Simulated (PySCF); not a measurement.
How methods differ on the excitation energy of Xe⁺

Xe⁺ [Kr] 4d10 5s2 5p5 (2P) → Xe⁺ [Kr] 4d10 5s1 5p6 (2S), as a difference of total energies. All numbers are calculated (PySCF 2.14, scalar relativity through the core potential, in aug-cc-pVTZ-PP with ECP28MDF (6s5p4d2f, 55 functions)). Correlated levels: valence: 4s2 4p6 4d10 frozen. The calculations carry no spin-orbit coupling.

```
           method  excitation energy (eV)
              UHF                  14.895
              LDA                  12.224
              PBE                  12.211
             PBE0                  12.891
           r2SCAN                  12.678
          r2SCAN0                  13.217
          wB97M-V                  13.088
        CAM-B3LYP                  13.120
           B2PLYP                  12.781
    MP2 (valence)                  12.874
SCS-MP2 (valence)                  12.643
```

**Question.** How much does correlation contribute at MP2 (valence)?

**Answer.** 12.874 − (14.895) = -2.021 eV, measured against UHF.

Errors of the correlated levels include the incompleteness of this basis and the frozen core.

Every method misses the reference by a wide margin, which points to the basis or the choice of state and not to the methods.

For comparison: 10.831 eV (measured; NIST levels, between the centres of gravity of the two terms).
